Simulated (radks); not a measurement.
The numbers below are computed, except where a source is named.
Species: Cd2+. Configuration: [Kr] 4d10. Level of theory: Dirac Kohn-Sham, PBE, spin-unpolarised, spherical densities, finite nucleus; Fermi nuclear charge, rms radius 4.6087 fm (a radial shooting solver on a logarithmic mesh with Libxc functionals).

Normalised radial functions P(r) = r R(r) (large component), r in bohr:

| r | 4p1/2 | 4d5/2 |
|---|---|---|
| 0.001611 | 0.0037 | 0.0000 |
| 0.002149 | 0.0056 | 0.0000 |
| 0.002889 | 0.0085 | 0.0000 |
| 0.003854 | 0.0131 | 0.0001 |
| 0.00514 | 0.0203 | 0.0001 |
| 0.006855 | 0.0317 | 0.0003 |
| 0.009143 | 0.0494 | 0.0007 |
| 0.01229 | 0.0774 | 0.0017 |
| 0.0164 | 0.1179 | 0.0037 |
| 0.02187 | 0.1748 | 0.0081 |
| 0.02917 | 0.2483 | 0.0171 |
| 0.0389 | 0.3313 | 0.0348 |
| 0.0523 | 0.4034 | 0.0690 |
| 0.06976 | 0.4179 | 0.1266 |
| 0.09304 | 0.3208 | 0.2148 |
| 0.1241 | 0.0735 | 0.3293 |
| 0.1655 | -0.2851 | 0.4407 |
| 0.2225 | -0.5955 | 0.4852 |
| 0.2968 | -0.5896 | 0.3767 |
| 0.3958 | -0.1448 | 0.0742 |
| 0.528 | 0.5598 | -0.3625 |
| 0.7042 | 1.0939 | -0.7650 |
| 0.9392 | 1.1354 | -0.9512 |
| 1.263 | 0.7651 | -0.8663 |
| 1.684 | 0.3548 | -0.6219 |
| 2.246 | 0.1088 | -0.3550 |
| 2.996 | 0.0202 | -0.1552 |
| 3.996 | 0.0020 | -0.0474 |
| 5.372 | 0.0001 | -0.0083 |
| 7.165 | 0.0000 | -0.0008 |
| 9.557 | 0.0000 | 0.0000 |

4p1/2: eigenvalue -89.874 eV, 2 radial nodes at r = 0.132, 0.422 bohr, <r> = 0.939 bohr, 90 % of the charge inside 1.39 bohr. 4d5/2: eigenvalue -30.153 eV, 1 radial node at r = 0.417 bohr, <r> = 1.26 bohr, 90 % of the charge inside 1.99 bohr.
